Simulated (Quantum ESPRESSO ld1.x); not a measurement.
Input (ld1.x (Quantum ESPRESSO 7.5)):

```
 &input
    zed=53.0,
    iswitch=1,
    rel=2,
    dft='PBESOL',
    config='[Kr] 4d10 5s2 5p2',
    rel_dist='energy',
    verbosity='high',
    lsmall=.true.,
    prefix='ld1',
    max_out_wfc=37,
    file_charge='ld1.rho',
 /
```

Command: `OMP_NUM_THREADS=1 ld1.x < ld1.in > ld1.out`

Output (excerpt):

```
     Program LD1 v.7.5 starts

     --------------------------- All-electron run ----------------------------

     dirac relativistic calculation

     atomic number is 53.00
     dft =PBESOL   lsd =0 sic =0 latt =0  beta=0.20 tr2=1.0E-14
     Exchange-correlation= PBESOL
                           (   1   4  10   8   0   0   0)
     mesh =2073 r(mesh) = 100.05380 a.u. xmin = -8.00 dx = 0.00800
     1 Ry =  13.60569312 eV, c = 137.03599908

     n l j   nl                  e(Ry)          e(Ha)          e(eV)
     Spin orbit split results
     1 0 0.5 1S 1( 2.00)   -2423.762286395   -1211.881143197 -32976.9658718
     2 0 0.5 2S 1( 2.00)    -376.375323137    -188.187661568  -5120.8471457
     2 1 0.5 2P 1( 2.00)    -353.321696066    -176.660848033  -4807.1865704
     2 1 1.5 2P 1( 4.00)    -331.380838034    -165.690419017  -4508.6659891
     3 0 0.5 3S 1( 2.00)     -77.834583808     -38.917291904  -1058.9934616
     3 1 0.5 3P 1( 2.00)     -68.301951694     -34.150975847   -929.2953945
     3 1 1.5 3P 1( 4.00)     -64.173251668     -32.086625834   -873.1215689
     4 0 0.5 4S 1( 2.00)     -15.586052080      -7.793026040   -212.0590416
     4 1 0.5 4P 1( 2.00)     -12.257519849      -6.128759924   -166.7720535
     4 1 1.5 4P 1( 4.00)     -11.449392567      -5.724696283   -155.7769217
     3 2 1.5 3D 1( 4.00)     -47.364977769     -23.682488885   -644.4333523
     3 2 2.5 3D 1( 6.00)     -46.496412671     -23.248206335   -632.6159221
     4 2 1.5 4D 1( 4.00)      -6.093668698      -3.046834349    -82.9085863
     4 2 2.5 4D 1( 6.00)      -5.966467364      -2.983233682    -81.1779240
     5 0 0.5 5S 1( 2.00)      -3.401963289      -1.700981644    -46.2860685
     5 1 0.5 5P 1( 2.00)      -2.582814950      -1.291407475    -35.1409876
     5 1 1.5 5P 1( 0.00)      -2.475607012      -1.237803506    -33.6823493
     Averaged results
     1 0     1S 1( 2.00)   -2423.762286395   -1211.881143197 -32976.9658718
     2 0     2S 1( 2.00)    -376.375323137    -188.187661568  -5120.8471457
     2 1     2P 1( 6.00)    -338.694457378    -169.347228689  -4608.1728495
     3 0     3S 1( 2.00)     -77.834583808     -38.917291904  -1058.9934616
     3 1     3P 1( 6.00)     -65.549485010     -32.774742505   -891.8461774
     4 0     4S 1( 2.00)     -15.586052080      -7.793026040   -212.0590416
     4 1     4P 1( 6.00)     -11.718768327      -5.859384164   -159.4419656
     3 2     3D 1(10.00)     -46.843838710     -23.421919355   -637.3428942
     4 2     4D 1(10.00)      -6.017347897      -3.008673949    -81.8701889
     5 0     5S 1( 2.00)      -3.401963289      -1.700981644    -46.2860685
     5 1     5P 1( 2.00)      -2.511342991      -1.255671496    -34.1685621

     final scf error:  1.8E-15 reached in  26 iterations

     Etot =  -14227.801165 Ry,   -7113.900583 Ha, -193579.096472 eV

     Ekin =   15080.911855 Ry,    7540.455927 Ha,  205186.258713 eV
     Encl =  -34469.730121 Ry,  -17234.865060 Ha, -468984.570054 eV
     Eh   =    5516.231176 Ry,    2758.115588 Ha,   75052.148575 eV
     Exc  =    -355.214076 Ry,    -177.607038 Ha,   -4832.933706 eV

     normalization and overlap integrals

     s(1S/1S) =  1.000000  <r> =   0.0272  <r2> =    0.0010  r(max) =   0.0176
     LC norm =  0.96190860 + SC norm =  0.03809140 =  1.00000000
     s(2S/2S) =  1.000000  <r> =   0.1168  <r2> =    0.0161  r(max) =   0.0988
     LC norm =  0.99185734 + SC norm =  0.00814266 =  1.00000000
     s(2P/2P) =  1.000000  <r> =   0.0985  <r2> =    0.0119  r(max) =   0.0765
     LC norm =  0.99182772 + SC norm =  0.00817228 =  1.00000000
     s(2P/2P) =  1.000000  <r> =   0.1042  <r2> =    0.0132  r(max) =   0.0809
     LC norm =  0.99224164 + SC norm =  0.00775836 =  1.00000000
     s(3S/3S) =  1.000000  <r> =   0.3139  <r2> =    0.1128  r(max) =   0.2864
     LC norm =  0.99759010 + SC norm =  0.00240990 =  1.00000000
     s(3P/3P) =  1.000000  <r> =   0.3041  <r2> =    0.1075  r(max) =   0.2730
     LC norm =  0.99764666 + SC norm =  0.00235334 =  1.00000000
     s(3P/3P) =  1.000000  <r> =   0.3157  <r2> =    0.1156  r(max) =   0.2819
     LC norm =  0.99775993 + SC norm =  0.00224007 =  1.00000000
     s(4S/4S) =  1.000000  <r> =   0.7397  <r2> =    0.6184  r(max) =   0.6796
     LC norm =  0.99930844 + SC norm =  0.00069156 =  1.00000000
     s(4P/4P) =  1.000000  <r> =   0.7722  <r2> =    0.6797  r(max) =   0.6961
     LC norm =  0.99937075 + SC norm =  0.00062925 =  1.00000000
     s(4P/4P) =  1.000000  <r> =   0.8004  <r2> =    0.7301  r(max) =   0.7245
     LC norm =  0.99940648 + SC norm =  0.00059352 =  1.00000000
     s(3D/3D) =  1.000000  <r> =   0.2865  <r2> =    0.0973  r(max) =   0.2308
     LC norm =  0.99787703 + SC norm =  0.00212297 =  1.00000000
     s(3D/3D) =  1.000000  <r> =   0.2902  <r2> =    0.0996  r(max) =   0.2326
     LC norm =  0.99791018 + SC norm =  0.00208982 =  1.00000000
     s(4D/4D) =  1.000000  <r> =   0.9102  <r2> =    0.9683  r(max) =   0.7724
     LC norm =  0.99954746 + SC norm =  0.00045254 =  1.00000000
     s(4D/4D) =  1.000000  <r> =   0.9213  <r2> =    0.9920  r(max) =   0.7786
     LC norm =  0.99955677 + SC norm =  0.00044323 =  1.00000000
     s(5S/5S) =  1.000000  <r> =   1.8300  <r2> =    3.7507  r(max) =   1.6515
     LC norm =  0.99986285 + SC norm =  0.00013715 =  1.00000000
     s(5P/5P) =  1.000000  <r> =   2.0647  <r2> =    4.7926  r(max) =   1.8473
     LC norm =  0.99989167 + SC norm =  0.00010833 =  1.00000000
     s(5P/5P) =  1.000000  <r> =   2.1340  <r2> =    5.1160  r(max) =   1.9073
     LC norm =  0.99989772 + SC norm =  0.00010228 =  1.00000000

     LC charge = 49.81066003 + SC charge =  0.18933997 = 50.00000000

     ------------------------ End of All-electron run ------------------------
```

Run on one thread of a shared host, so times are rough (Intel(R) Xeon(R) Processor @ 2.60GHz): 0.78 s of CPU time, 0.8 s wall, 26 iterations on 2073 mesh points.
